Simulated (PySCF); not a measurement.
# How methods differ on the ionisation energy of Lu⁵⁹⁺

Lu⁵⁹⁺ [Ne] 3s2 (1S) → Lu⁶⁰⁺ [Ne] 3s1 (2S), as a difference of total energies. Calculation: PySCF 2.14, in an even-tempered Gaussian basis (17 s from 16 bohr⁻², ratio 2.5; 12 p from 21 bohr⁻², ratio 2.5; 4 d from 77 bohr⁻², ratio 2.7; 4 f from 110 bohr⁻², ratio 2.7); scalar relativity by spin-free X2C-1e. Correlated levels: outer shells: 1s2 frozen; virtual orbitals above 40 to 60 times the deepest correlated orbital energy dropped. The calculations carry no spin-orbit coupling.

```csv
method,ionisation energy (eV)
UHF,6329.5
LDA,6334.4
PBE,6338.6
PBE0,6336.6
r2SCAN,6329.0
M06-2X,6335.5
BLYP,6337.8
MP2 (outer shells),6332.9
SCS-MP2 (outer shells),6333.3
```

**Question.** How much does correlation contribute at MP2 (outer shells)?

**Answer.** 6332.9 − (6329.5) = 3.4 eV, measured against UHF.

Breit and QED terms and the two-electron picture change are absent.

For comparison: 6326 ± 7 eV (theoretical estimate listed by NIST; NIST Atomic Spectra Database, ionization energies).
